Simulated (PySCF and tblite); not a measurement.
Values are calculated unless marked as measured or tabulated.
Stationary points of C$_{5}$H$_{9}$NSe$_{2}$ at GFN2-xTB, in Å:

Structure A

```
 1 C    -2.259   -1.183    0.618
 2 C    -1.923    0.227    0.147
 3 C    -0.418    0.433    0.123
 4 Se   -0.017    2.272   -0.505
 5 Se    2.334    2.257   -0.737
 6 C     2.880    0.423   -0.148
 7 C     2.499   -0.569   -1.103
 8 N     2.176   -1.351   -1.874
 9 H    -3.336   -1.331    0.621
10 H    -1.886   -1.352    1.625
11 H    -1.811   -1.922   -0.044
12 H    -2.384    0.960    0.814
13 H    -2.326    0.386   -0.856
14 H     0.055   -0.268   -0.565
15 H     0.002    0.318    1.125
16 H     3.968    0.480   -0.076
17 H     2.448    0.217    0.834
```

Structure B

```
 1 C    -2.638   -1.205    0.292
 2 C    -1.931    0.125    0.524
 3 C    -0.684    0.221   -0.335
 4 Se    0.250    1.950   -0.013
 5 Se    2.046    1.694   -1.396
 6 C     3.377    0.819   -0.149
 7 C     2.904   -0.474    0.220
 8 N     2.475   -1.498    0.501
 9 H    -3.527   -1.273    0.914
10 H    -1.978   -2.033    0.540
11 H    -2.937   -1.303   -0.749
12 H    -1.653    0.215    1.577
13 H    -2.606    0.951    0.284
14 H    -0.928    0.183   -1.398
15 H     0.022   -0.575   -0.095
16 H     4.314    0.754   -0.704
17 H     3.486    1.462    0.725
```

Level: BHandHLYP/pcSseg-1 + D3(BJ) on GFN2-xTB stationary points, with GFN2-xTB thermal terms.

**Question.** Which structure is a saddle point, and along which motion?

**Answer.** A: one imaginary mode (60i cm⁻¹ at GFN2-xTB, mostly on Se4, Se5, C3), along the rotation about the Se4–Se5 bond (torsion C3–Se4–Se5–C6 from -90° to 90°, rising).

**Question.** Give their symmetry and energies above the lowest.

**Answer.** A C1, 10.7 kcal/mol; B C1, 0.0 kcal/mol.

Spin–orbit effects of heavy atoms on shieldings are missing.
